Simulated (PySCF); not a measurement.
A small calculation by hand: oscillator strength and radiative lifetime

Si(H)2(Me)(OAc) (C3H8O2Si), SMILES C[SiH2]OC(C)=O.

Coordinates come from a PBE0-D3(BJ)/def2-SVP optimisation. The values are those of a single conformer.

TDDFT-PBE/def2-SVPD (PySCF 2.14.0) puts the first singlet state with f over 0.02 at 6.26 eV (vertical), with the transition dipole (0.353, -0.095, -0.183) in atomic units.

Find the oscillator strength, the wavelength and the radiative lifetime that this transition would have in vacuum if emission retraced absorption.


|μ|² = 0.1671 au, so |μ| = 1.04 D. ΔE = 6.26/27.211 = 0.2301 hartree. f = (2/3) ΔE |μ|² = 0.026 (the program prints 0.026).
λ = 1239.84/6.26 = 198 nm; ν = 50490 cm⁻¹.
Einstein's coefficient A = 0.6670 ν² f s⁻¹ (ν in cm⁻¹) = 4.4e7 s⁻¹, so τ = 1/A = 23 ns. This state is S2; the lower singlet has f = 0.001. The figure is the radiative limit of this one transition; relaxation, internal conversion, crossing to triplets and a medium change what is measured.
